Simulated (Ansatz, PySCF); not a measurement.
Stretching the Si2–Cl1 bond in Cl2H2Si (SMILES Cl[SiH2]Cl) (multiplicity 1 held, fragments rigid). Energies count from the point at 2.052 Å.
Geometry at that point (charge 0, multiplicity 1):
```xyz
5

Cl    -1.67607     0.43374    -0.00367
Si    -0.01147    -0.76596     0.02371
Cl     1.68829     0.38282    -0.02160
H     -0.01655    -1.54121     1.27269
H     -0.03073    -1.61676    -1.17494
```

Restricted levels (R-, RO-) in cc, def2 and unpolarised 6-31G sets keep to the state of the molecule at rest. Unrestricted levels (U-) break spin symmetry where that is lower. Active spaces are followed from a long bond inwards. Left out are points that failed, MP2 points in a non-variational dive below the minimum, coupled-cluster points behind a sign of a changed root (a jump of the amplitudes, or a one-step jump against full CI or MRCI), small-basis points behind a change of solution, and semi-empirical points at long bonds. Curves can end on different states.

Correlated levels freeze the cores. Rows in 6-31G* carry no dispersion term and start afresh at each structure (6-31G* with six Cartesian d functions).

The values were computed with Ansatz (a first-principles code) with Gaussian orbitals; PySCF for 6-31G* rows. 

Energies in kcal/mol.

| R (Å) | U-r2SCAN/cc-pV(T+d)Z | R-B3LYP/6-31G* | R-wB97X-V/cc-pV(T+d)Z | R-SCS-MP2/cc-pV(T+d)Z | FIC-MRCISD+Q on CASSCF(6,4)/cc-pV(T+d)Z |
|---|---|---|---|---|---|
| 1.642 | 68.6 | 75.7 | 69.1 | 71.2 | 71.1 |
| 1.847 | 11.5 | 14.1 | 11.4 | 12.1 | 12.1 |
| 2.052 | 0.0 | 0.0 | 0.0 | 0.0 | 0.0 |
| 2.257 | 7.2 | 5.6 | 7.8 | 7.5 | 7.4 |
| 2.462 | 21.2 | 18.6 | 22.9 | 22.4 | 22.2 |
| 2.770 | 44.4 | 40.3 | 48.2 | 47.4 | 46.6 |
| 3.078 | 64.9 | 59.7 | 71.4 | 70.2 | 68.2 |
| 3.591 | 88.2 | 84.1 | 101.9 | 99.7 | 93.2 |
| 4.104 | 98.2 | 100.0 | 123.2 | 119.5 | 104.1 |
| 4.720 | 103.4 | 111.2 | 140.3 | 133.1 | 107.4 |
| 5.541 | 106.0 | 118.7 | 154.2 | 138.3 | 108.2 |
| 6.567 | 107.0 | left out | 163.5 | 132.1 | 108.2 |

Doubts at one or more of the structures used: a spin-contaminated determinant (U-r2SCAN/cc-pV(T+d)Z); a restricted determinant that unrestricted orbitals would lower (R-B3LYP/6-31G*, R-wB97X-V/cc-pV(T+d)Z, R-SCS-MP2/cc-pV(T+d)Z); active orbitals that take no part (FIC-MRCISD+Q on CASSCF(6,4)/cc-pV(T+d)Z).
